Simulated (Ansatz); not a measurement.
`BC(=C)SC` + `[OH][GeH3]` → `BC(=C)[O][GeH3]` + CH₃SH  (substitution at a C–S bond)

Gas-phase electronic energies from Ansatz, PBE0-D4/def2-TZVP geometries. CCSD(T)/CBS is the MP2 limit (def2-TZVPP, def2-QZVPP) plus CCSD(T) − MP2 in def2-TZVPP, frozen cores. This one scheme is used for every species. DFT in def2-TZVPP. B3LYP here is the variant with VWN-RPA as its local correlation; programs differ in this. For Ge outer-core shells are correlated without core-valence functions, which leaves a few kJ/mol of doubt a bond. Scalar relativity is left out up to krypton. One conformer a species, not always the lowest.

CCSD(T)/CBS gives +7.0 kcal/mol.

**Question.** Another level gave +6.0 kcal/mol. Which?
A. MP2/def2-TZVPP
B. B3LYP/def2-TZVPP
C. HF/def2-TZVPP
D. PBE0/def2-TZVPP

**Answer.** D. PBE0 6.0, MP2/def2-TZVPP 8.3, HF/def2-TZVPP 3.6, B3LYP 4.8 kcal/mol.

Largest T1 diagnostic among the species: 0.013.

In def2-TZVPP, CCSD(T) changes the Hartree–Fock value by +2.3 kcal/mol (the triples alone add +0.4 kcal/mol) and MP2 by +4.6 kcal/mol.
